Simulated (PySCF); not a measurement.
# Calculated NMR data

- shieldings: GIAO PBE0/pcSseg-1
- structure optimised with GFN2-xTB
- program: PySCF
- in vacuum, fast rotation and ring inversion assumed for equivalent nuclei, a single conformation, relativity neglected

Chemical shifts δ = σref − σ; TMS for ¹H (σ = 31.72 ppm), ¹³C (σ = 186.93 ppm), all at this level. Where no couplings were computed, multiplicities follow the n + 1 count of equivalent neighbours, and m marks all less simple cases (inequivalent or close neighbours, rings, F or P nearby). Shifts are as computed. Against solution values, carbons near 30 ppm lie about +3 ppm off and those near 130 ppm about +5 ppm. Of 1309 compounds with measured shifts, 239 miss one by over three times the rms of a fit or turn the order of signals round; such compounds aren't used in these exercises.

Compound 1 (C₅H₉N). ¹H NMR (500 MHz, computed): δ 6.08 (m, 1H), 3.88 (m, 1H), 3.73 (m, 4H), 3.56 (m, 1H), 2.14 (m, 2H). ¹³C{¹H} NMR (computed): δ 148.0, 83.5, 52.3, 16.1. Structure: `C=CN1CCC1`.

Compound 2 (C₃H₁₅NSi₃). ¹H NMR (500 MHz, computed): δ 3.38 (s, 6H), 2.49 (s, 6H), 0.53 (s, 3H). ¹³C{¹H} NMR (computed): δ 42.2 (CH3), 1.7 (CH3). Structure: SMILES CN(C)[Si](C)([SiH3])[SiH3].
